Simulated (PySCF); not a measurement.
**Cost of excited-state runs on `C1C[C@]2(O[SiH2]F)[C@H]1C2`, C5H9FOSi**

Bonds (- single, = double, # triple, : aromatic): F1-Si2, Si2-O3, O3-C4, C4-C5, C5-C6, C6-C7, C7-C8, C7-C4, C8-C4. Si2 carries H9, H10; C5 carries H11, H12; C6 carries H13, H14; C7 carries H15; C8 carries H16, H17. Stereochemistry as in F[SiH2]O[C@@]12CC[C@@H]1C2. H16 is cis to C6 on the ring; H11, H13 are cis to C8 on the ring; H10 is pro-R; H9 is pro-S; H17 is trans to C6 on the ring; H12, H14 are trans to C8 on the ring.

PySCF with density fitting, on 1 thread of an Arm Neoverse V1, shared host. Command: `OMP_NUM_THREADS=1 python excited_run.py task.json out`

Task: How long does this run take, and how much memory?
- circular dichroism and optical rotation, LC-wPBE/def2-SVPD; 16 states

Result: 
| run | level | basis functions | wall time | peak memory (GiB) |
| --- | --- | --- | --- | --- |
| circular dichroism and optical rotation | LC-wPBE/def2-SVPD | 242 | 2.3 min | 1 |

Times from a shared host are rough.
